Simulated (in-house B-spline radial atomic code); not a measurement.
The numbers below are computed, except where a source is named.
Making a Troullier-Martins s channel for Rh, r_c = 0.91 bohr

Rh, [Kr] 4d8 5s1, non-relativistic PBE, spherical and spin-unpolarised, from an all-electron radial atomic-structure program (B-spline basis) (atomic units). The all-electron 4s level is ε = -2.825245 hartree, its outermost node lies just inside 0.49 bohr and its outer maximum at 0.91 bohr.

Inside r_c the pseudo-orbital is u(r) = r^1 exp(p(r)), with p = c0 + c2 r² + c4 r⁴ + … + c12 r¹². The seven coefficients follow from p and its first four derivatives at r_c, from zero curvature of the screened potential at the origin, c4 = −c2²/(2l + 5), and from the norm inside r_c. At r_c the all-electron orbital has P = 1.163328, P' = -0.02395004, the screened potential V = -6.449446, V' = 16.38933, V'' = -50.53921, and the norm inside is Q = 0.3995084.

Question: What are p, p' and p'' at r_c?

Answer: p = ln(P/r_c^1) = ln(1.163328/0.91) = 0.24560. p' = P'/P − 1/r_c = -0.02059 − 1.09890 = -1.11949. The radial equation gives p'' = 2(V − ε) − 2(1) p'/r_c − p'² = -7.24840 − (-2.46042) − 1.25326 = -6.04124. Differentiating, p''' = 2V' + 2(1)p'/r_c² − 2(1)p''/r_c − 2p'p'' = 29.826, and p'''' = 2V'' − 4(1)p'/r_c³ + 4(1)p''/r_c² − 2(1)p'''/r_c − 2p''² − 2p'p''' = -196.08.

For a trial c2 the five matching conditions are linear in c0, c6, c8, c10 and c12, and c2 is varied until the norm inside r_c equals Q. The root nearest zero gives:

| n | c_n |
| --- | --- |
| 0 | -0.4739676 |
| 2 | 2.615239 |
| 4 | -1.367895 |
| 6 | -1.988114 |
| 8 | 0.4266916 |
| 10 | 1.890376 |
| 12 | -0.9795777 |

Question: Check c4 and p(r_c), and find the screened pseudopotential at the origin.

Answer: −c2²/5 = -1.3679, as listed. The terms c_n r_c^n are -0.47397, 2.16568, -0.93803, -1.12899, 0.20065, 0.73614, -0.31589, which sum to 0.24560. Inverting the radial equation, V_l(r) = ε + 1 p'/r + (p'' + p'²)/2, so V_l(0) = ε + (2l + 3) c2 = -2.825245 + 3 × (2.61524) = 5.0205 hartree, finite where the all-electron potential diverges.

Orbitals and screened potentials:

| r (bohr) | P | u | V all-electron | V pseudo |
| --- | --- | --- | --- | --- |
| 0.091 | 0.4063 | 0.05788 | -341.6 | 5.016 |
| 0.228 | -0.4188 | 0.162 | -89.9 | 4.827 |
| 0.364 | -0.5382 | 0.3115 | -40.57 | 3.77 |
| 0.501 | 0.1097 | 0.5363 | -22.38 | 0.8397 |
| 0.637 | 0.7276 | 0.8238 | -13.79 | -3.842 |
| 0.774 | 1.072 | 1.077 | -9.234 | -7.358 |
| 0.91 | 1.163 | 1.163 | -6.449 | -6.449 |

Logarithmic derivatives P'/P at R = 1.21 bohr, for energies E around ε:

```
E − ε (hartree)  all-electron     pseudo
           -0.5     -0.531186  -0.533029
          -0.25     -0.887715   -0.88827
           -0.1      -1.12551   -1.12561
              0      -1.29569   -1.29569
            0.1      -1.47633   -1.47644
           0.25      -1.76946    -1.7703
            0.5      -2.32933   -2.33363
```

Question: With P(R) = 0.922343 and a norm of 0.7453436 inside R, what slope in energy does norm conservation fix?

Answer: d(P'/P)/dE = −2 × (norm inside R)/P(R)² = -1.7523 per hartree·bohr at E = ε, for both atoms, since orbital and norm agree at R. Differences over ±0.1 hartree give -1.7541 (all-electron) and -1.7541 (pseudo), which also hold third-order terms. Half a hartree below ε the two curves differ by -0.0018.
